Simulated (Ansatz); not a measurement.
Gas-phase electronic energies from Ansatz, PBE0-D4/def2-TZVP geometries. CCSD(T)/CBS is the MP2 limit (def2-TZVPP, def2-QZVPP) plus CCSD(T) − MP2 in def2-TZVPP, frozen cores. Functionals use def2-TZVPP. HSE06 is defined as in plane-wave codes. def2 core potentials past Kr. For Sb outer-core shells are correlated without core-valence functions, which leaves a few kJ/mol of doubt a bond. One conformer a species, not always the lowest.

Reaction (isomerisation): `N[SiH2][SbH2]` → `[SiH3][NH][SbH2]`

```
             level  ΔE (kJ/mol)  difference from CCSD(T)/CBS
            B97M-V         35.9                         -5.4
           PBE0-D4         53.0                         11.7
        r2SCAN0-D4         50.1                          8.8
           ωB97X-V         39.2                         -2.1
            B2PLYP         39.3                         -2.0
             HSE06         53.9                         12.6
         CAM-B3LYP         38.7                         -2.6
           LC-ωPBE         45.7                          4.4
     CCSD/def2-SVP         40.8                         -0.5
  CCSD(T)/def2-SVP         40.0                         -1.3
    MP2/def2-TZVPP         38.5                         -2.8
SCS-MP2/def2-TZVPP         31.8                         -9.5
SCS-MP2/def2-QZVPP         33.3                         -8.0
      HF/CBS(def2)         30.7                        -10.6
     MP2/CBS(def2)         42.2                          0.9
    CCSD/CBS(def2)         41.4                          0.1
       CCSD(T)/CBS         41.3                            0
```

Q: What do rigid-rotor, harmonic-oscillator terms from PBE0-D4/def2-TZVP frequencies (298.15 K, 1 bar) make of the CCSD(T)/CBS value? (Best estimate.)

A: The calculation gave: ΔZPE = -6.0 kJ/mol, ΔH = +34.5 kJ/mol, ΔS = -3 J/(mol·K), ΔG = +35.5 kJ/mol.

Largest T1 diagnostic among the species: 0.013.

In def2-TZVPP, CCSD(T) changes the Hartree–Fock value by +4.4 kJ/mol (the triples alone add −0.2 kJ/mol) and MP2 by +5.3 kJ/mol. Leaving LDA and LC-ωPBE aside and taking each functional with its dispersion term where it has one, the values, not all of them listed here, spread over 17.3 kJ/mol, from B97M-V to HSE06-D4. LDA lies +3.5 kJ/mol from PBE without D4.
